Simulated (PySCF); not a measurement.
ClF₂H₃SSi₂, SMILES Cl[SiH2]S[SiH](F)F. Coordinates come from a PBE0-D3(BJ)/def2-SVP optimisation. This is a generated structure with no PubChem entry under its InChIKey; it may be hypothetical. One conformer was computed; it need not be the lowest.

Computed equilibrium geometry at PBE0-D3(BJ)/def2-SVP (PySCF confirms it by a frequency run) as a Z-matrix (one conformer of several):
```
S
Si 1 2.1173
F 2 1.6077 1 111.53
F 2 1.6139 3 106.48 1 118.72
H 2 1.4740 3 108.68 4 118.65
Si 1 2.1530 2 100.14 5 -146.28
H 6 1.4824 1 111.35 2 61.97
H 6 1.4840 7 112.21 4 -166.01
Cl 6 2.0596 7 108.53 8 -121.11
```
Charge 0, spin multiplicity 1.
